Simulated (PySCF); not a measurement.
Species: 2,2,3,3,3-pentafluoropropyl acrylate, C₆H₅F₅O₂.
Atom-mapped SMILES: `[CH2:1]=[CH:2][C:3](=[O:4])[O:5][CH2:6][C:7]([F:8])([F:9])[C:10]([F:11])([F:12])[F:13]` (hydrogens: H14, H15 on C1; H16 on C2; H17, H18 on C6)

Method used: PBE0-D3(BJ)/def2-SVP geometry optimisation, gas phase in PySCF 2.14.0.

What internal coordinates does the optimisation give?

```csv
bond,length (Å),order
C1=C2,1.334,double
C2–C3,1.478,single
C3=O4,1.203,double
C3–O5,1.349,single
O5–C6,1.405,single
C6–C7,1.511,single
"C7–F8, C7–F9",1.346,single
C7–C10,1.544,single
C10–F11,1.332,single
"C10–F12, C10–F13",1.324,single
C1–H14,1.092,single
C1–H15,1.094,single
C2–H16,1.093,single
"C6–H17, C6–H18",1.101,single
```

Bonds in one row agree within 0.01 Å and their mean is given. Orders are formal, as drawn. A selection of angles:
```csv
angle,degrees
C1–C2–C3,120.2
C2–C3–O4,126.5
C2–C3–O5,110.9
O4–C3–O5,122.6
C3–O5–C6,115.4
O5–C6–C7,108.6
C6–C7–F8,110.8
C6–C7–F9,107.3
C6–C7–C10,115.5
F8–C7–F9,108.4
F8–C7–C10,107.3
C7–C10–F11,109.8
C7–C10–F12,110.9
F11–C10–F12,108.8
```

Dihedral angles: C1–C2–C3–O4 -1° (synperiplanar); C2–C3–O5–C6 -179° (antiperiplanar); C3–O5–C6–C7 -171° (antiperiplanar); O5–C6–C7–F8 65° (synclinal); C6–C7–C10–F11 -46° (synclinal). The mirror-image conformer, all signs reversed, is as good.

The C–F distances run from 1.323 Å (C10–F12, drawn single) to 1.347 Å (C7–F9, drawn single), a spread of 0.024 Å. The 3 C–O bonds span 1.203 Å (C3=O4, drawn double) to 1.405 Å (O5–C6, drawn single), a spread of 0.202 Å. The C–C distances run from 1.334 Å (C1=C2, drawn double) to 1.544 Å (C7–C10, drawn single), a spread of 0.210 Å. Of the pairs four or more bonds apart, O4···H17 is among the closest relative to their van der Waals radii: 2.51 Å, 92 % of the sum of Bondi's values.

Point group: C1 (no symmetry element, even within 0.4 Å). Not checked by PBE0-D3(BJ)/def2-SVP frequencies. One conformer, not necessarily the lowest.

Cost: about 4 min of CPU time on one thread; the machine was shared, so the figure is rough. These figures are those of the optimisation.
